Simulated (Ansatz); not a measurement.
`C=N[SiH](C)Cl`, charge 0, multiplicity 1.

(1) Give a relaxed structure at PBE0-D4/def2-TZVP (Ansatz). (Best estimate.)

Results:

(1) Ansatz gave: 
Z-matrix (Å, degrees):
```
Si
N 1 1.727
Cl 1 2.075 2 111.7
C 1 1.851 2 109.3 3 120.6
H 1 1.480 2 107.3 3 -116.6
C 2 1.256 1 127.7 3 0.1
H 4 1.093 1 109.9 2 57.5
H 4 1.092 1 110.6 2 177.6
H 4 1.092 1 110.5 2 -62.2
H 6 1.096 2 120.2 1 -179.8
H 6 1.100 2 123.8 1 0.3
```
This is one stationary point; other conformers may exist.
